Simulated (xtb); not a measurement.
F5Nb, charge +1, doublet, at a GFN2-xTB geometry (such geometries of metal compounds can be far from the true shape) (the multiplicity is a formal guess). Base run: GFN0-xTB in xtb.

xtb was given this input:
```
$ xtb mol.xyz --gfn 0 --chrg 1 --uhf 1 --json

# file mol.xyz
6

Nb     0.00000000    -0.00000000     0.00000000
F      1.47391396    -0.91144717    -0.52850996
F     -0.32893565     0.24552260     1.76465325
F     -1.14497831     0.66592457    -1.23614328
F     -0.95251155    -1.56350580     0.03998576
F      0.95251155     1.56350580    -0.03998576
```

The base run was repeated with changes; each row names its change, and settings that it needs were set with it.

| change | ΔE vs base (kJ/mol) |
|---|---|
| base | 0.00 |
| file = coord | 0.00 |
| etemp = 10 | 5.61 |
